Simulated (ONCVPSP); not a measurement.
**Configuration tests for vanadium (V) (ONCV)**

* Element: vanadium (V)
* Generator: ONCVPSP 4.0.1
* Type: optimised norm-conserving Vanderbilt (ONCV)
* Functional: PBEsol
* Relativity: scalar-relativistic
* Frozen core: [Ar]
* Valence charge: 5
* Reference configuration: 3d3 4s2
* Partial waves: 4s: rc 2.75 bohr, ncon 4, nbas 9, qcut 2.3 1/bohr, 2 projectors, debl 3.4 Ha; p scattering state at 0.27 Ha: rc 2.55 bohr, ncon 4, nbas 8, qcut 3.4 1/bohr, 2 projectors, debl 1.7 Ha; 3d: rc 2.10 bohr, ncon 3, nbas 7, qcut 9.1 1/bohr, 3 projectors, debl 3.6 Ha; f scattering state at 0.07 Ha: rc 2.45 bohr, ncon 4, nbas 9, qcut 5.2 1/bohr, 2 projectors, debl 0.9 Ha
* Local potential: polynomial inside 2.05 bohr (lpopt 5, dvloc0 6 Ha)
* Core correction: polynomial model core, fcfact 0.35

In the p channel the program set the typed energies aside and used 0.050, 1.750 Ha.

Energies are relative to the spin-unpolarised reference configuration 3d3 4s2; without spin polarisation the order of configurations can differ from experiment.

```
valence configuration  charge  ΔE all-electron (eV)  error AE − PS (meV)
              3d2 4s0      +3                50.803                 -248
              3d4 4s1       0                 0.580                  -57
```

**Question.** What are ΔE and the potential's error for 3d3 4s0?

**Answer.** ΔE = 21.953 eV all-electron; the error (AE − PS) is -36 meV.

**Question.** What are ΔE and the potential's error for 3d3 4s1?

**Answer.** ΔE = 7.750 eV all-electron; the error (AE − PS) is -4.4 meV.

Note: no bound ghost flagged; GHOST(+) flagged for p at 52.9 eV, s at 309.5 eV.
